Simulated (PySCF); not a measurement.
# Ionisation energy along the 7-electron series

Calculated with PySCF 2.14 and a two-component X2C-1e Hamiltonian (Gaussian nucleus, no Breit or QED terms), each ion in its own even-tempered basis scaled to its charge; GMP2 freezes nothing and drops the highest virtual spinors. Values in eV. NIST values: (m) measured, (s) semi-empirical, (t) theoretical.

```
    ion  configuration  GHF (spin-free)  GMP2 (spin-free)  GHF (screened spin-orbit)  GMP2 (screened spin-orbit)           NIST
Kr(29+)   [He] 2s2 2p3           3417.1            3417.0                     3383.6                      3382.5  3380 ± 30 (s)
Sr(31+)   [He] 2s2 2p3           3868.5            3868.3                     3827.8                      3826.9  3830 ± 30 (s)
```

Q: Fill in the row of Rb(30+).

A: configuration: [He] 2s2 2p3; GHF (spin-free): 3639.2; GMP2 (spin-free): 3639.1; GHF (screened spin-orbit): 3602.2; GMP2 (screened spin-orbit): 3601.2; NIST: 3600 ± 30 (s).
